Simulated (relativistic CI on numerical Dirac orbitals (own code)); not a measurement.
Computed by Dirac-Coulomb-Breit CI, separate exchange-only KLI orbitals for each configuration, a model potential for QED, unscaled Slater integrals (own radial code, finite nucleus).

The strongest absorption lines from the ground level of an ion, among the configurations computed and to levels below about 351 eV (vacuum wavelength in nm, gf): 5.6970 (0.21), 5.8284 (0.29), 5.9772 (3.4), 11.468 (4.3), 11.472 (0.34), 11.620 (0.43), 11.740 (2), 12.846 (3.4).

Q: Which ion is it?
A. Br¹⁶⁺
B. Ga¹⁰⁺
C. Ga¹⁴⁺
D. Ga¹²⁺

A: D. Ga¹²⁺ has 19 electrons and the ground level 3s²3p⁶3d ²D3/2; the strongest line goes to 3s²3p⁵3d² ²D°3/2. The pattern of lines fixes the number of electrons, and along that sequence the line energies rise steadily with the charge (about as its square where n changes within one kind of shell, about linearly where n is kept but much faster in heavy ions where fine structure, which grows about as Z⁴, sets the gap, and irregularly where shells cross), which fixes Z. Configurations outside the model, such as inner-shell arrays, can give stronger lines. At this charge energies of transitions that change n are usually good to better than 1 %, and those within a shell (Δn = 0) to a few per cent.

LS names give the leading component of a level, which can be under half, so a name can repeat, a term be missing and a line seem to break the LS rules.
